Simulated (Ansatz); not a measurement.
`CC(C)[NH][SnH3]`. Total charge 0; spin multiplicity 1. Sn takes the def2 core potential. The geometry is a stationary point of PBE0-D4/def2-TZVP. It is one conformer, not always the lowest.

```xyz
16

C     0.625    1.180    0.829
C     0.261   -0.267    0.513
C    -0.222   -0.988    1.762
N    -0.732   -0.412   -0.542
Sn   -0.241   -0.030   -2.470
H    -0.256    1.722    1.188
H     0.996    1.699   -0.059
H     1.395    1.241    1.602
H     1.169   -0.777    0.164
H    -1.136   -0.518    2.141
H     0.526   -0.950    2.559
H    -0.447   -2.032    1.539
H    -1.612    0.007   -0.263
H     1.066   -1.072   -2.814
H     0.237    1.594   -2.763
H    -1.630   -0.397   -3.387
```

(1) What is the dipole moment at B3LYP/def2-TZVPP? (An estimate is asked.)

(2) And with PBE, r2SCAN, ωB97M-V? (Estimate.)

(3) Give the Mulliken charges with B3LYP, PBE, r2SCAN in def2-TZVPP. (Estimate.)

## Answers

(1) The calculation gave: 0.71 D, with components (0.00, 0.60, 0.38) D in this frame, pointing from negative to positive charge.

(2) The calculation gave: PBE 0.70 D, r2SCAN 0.71 D, ωB97M-V 0.70 D.

(3) Ansatz gave: 
```
atom  B3LYP    PBE  r2SCAN
  C1  -0.24  -0.23   -0.15
  C2   0.12   0.11    0.21
  C3  -0.25  -0.25   -0.16
  N4  -0.47  -0.43   -0.52
 Sn5   0.67   0.59    0.66
  H6   0.06   0.06    0.03
  H7   0.08   0.08    0.04
  H8   0.07   0.07    0.04
  H9   0.05   0.05    0.00
 H10   0.06   0.06    0.03
 H11   0.07   0.07    0.04
 H12   0.09   0.09    0.05
 H13   0.10   0.11    0.12
 H14  -0.13  -0.12   -0.13
 H15  -0.15  -0.13   -0.14
 H16  -0.13  -0.12   -0.12
```

B3LYP here is the variant with VWN-RPA as its local correlation; programs differ in this.
